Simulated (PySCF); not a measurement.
PBE0 on Fe⁻ (iron, charge -1), [Ar] 3d7 4s2, high-spin 4F determinant. All numbers are calculated (PySCF 2.14, scalar relativity by spin-free X2C-1e, in aug-cc-pwCVTZ-DK (10s9p7d4f3g, 127 functions)).

```
cycle= 1 E= -1272.39969336818  delta_E= -0.0205  |g|= 0.173  |ddm|= 1.31
cycle= 2 E= -1272.36928731911  delta_E= 0.0304  |g|= 0.427  |ddm|= 0.525
cycle= 3 E= -1272.40671582994  delta_E= -0.0374  |g|= 0.00719  |ddm|= 0.278
cycle= 4 E= -1272.40678957486  delta_E= -7.37e-05  |g|= 0.00958  |ddm|= 0.0516
cycle= 5 E= -1272.4068339641  delta_E= -4.44e-05  |g|= 0.00115  |ddm|= 0.0429
cycle= 6 E= -1272.40684044664  delta_E= -6.48e-06  |g|= 0.000678  |ddm|= 0.0245
cycle= 7 E= -1272.40684086633  delta_E= -4.2e-07  |g|= 5.9e-05  |ddm|= 0.00671
cycle= 8 E= -1272.40684087033  delta_E= -4e-09  |g|= 3.19e-05  |ddm|= 0.000543
cycle= 9 E= -1272.40684087068  delta_E= -3.49e-10  |g|= 5.12e-06  |ddm|= 9.3e-05
converged SCF energy = -1272.40684087068  <S^2> = 3.799068  2S+1 = 4.0244592
```

Highest occupied orbital energy: 1.328 eV; ⟨L²⟩ = 12.03; populations by l: s 8.00, p 12.00, d 7.00, f 0.00.

Can this result be used?

With care. Self-consistency was reached. At PBE0 the highest occupied level has a positive energy, so only the finite basis holds that electron; in a semilocal or global hybrid functional this comes from self-interaction and does not mean that the real anion is unbound.
